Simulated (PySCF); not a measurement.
## XPS shifts beside NMR shieldings

C₄H₁₄Si₄.
Cartesian coordinates in Å at the PBE0-D3(BJ)/def2-SVP level; atoms count from 1:
```xyz
22
C4H14Si4 angstrom
C      3.2199   -2.0663   -1.3980
C      2.3987   -0.8750   -1.2962
C      1.7062    0.1257   -1.2086
Si     0.6222    1.5811   -0.9854
Si    -0.6710    1.2712    0.9466
Si    -2.1719    3.0608    1.1461
Si    -1.8538   -0.7439    0.7303
C     -0.6900   -2.2189    0.6016
H      4.1896   -1.9190   -0.8972
H      3.4170   -2.3237   -2.4506
H      2.7229   -2.9282   -0.9247
H      1.4504    2.8229   -0.8965
H     -0.2940    1.7070   -2.1613
H      0.2368    1.2273    2.1402
H     -3.0312    3.1062   -0.0785
H     -1.4500    4.3657    1.2668
H     -3.0557    2.8911    2.3411
H     -2.6964   -0.6270   -0.5036
H     -2.7828   -0.9017    1.8954
H     -0.0813   -2.3073    1.5145
H     -0.0090   -2.0874   -0.2527
H     -1.2557   -3.1538    0.4680
```

Binding energies: delta-SCF UKS SCAN, pcX-2 on the ionised atom, pcseg-1 elsewhere, spin-free X2C (PySCF). Shieldings: GIAO PBE0/pcSseg-1, non-relativistic, same geometry.

```tsv
atom	C 1s (eV)
C1	291.65
C2	290.11
C3	289.46
C8	290.00
```

Problem. What are the absolute isotropic shieldings of these atoms?

Solution. 
```
atom         environment  C 1s (eV)  isotropic shielding (ppm)
  C3       alkyne carbon     289.46                      104.2
  C8    Si-methyl carbon     290.00                      191.9
  C2       alkyne carbon     290.11                       66.7
  C1  propargylic carbon     291.65                      178.1
```

Problem. Among the listed atoms, is the one with the highest binding energy also the least shielded?

Solution. No. The highest binding energy is at C1 (291.65 eV, shielding 178.1 ppm), the lowest shielding at C2 (66.7 ppm, 290.11 eV).

By binding energy: C3 < C8 < C2 < C1. By shielding: C2 < C3 < C1 < C8.

Spin contamination (⟨S²⟩ against 0.75 for a pure doublet) is marked for C 1s of C2 (0.86), which makes this value less certain. One conformer (not necessarily the lowest) at the PBE0-D3(BJ)/def2-SVP geometry, without solvent, vibrations or thermal averaging.
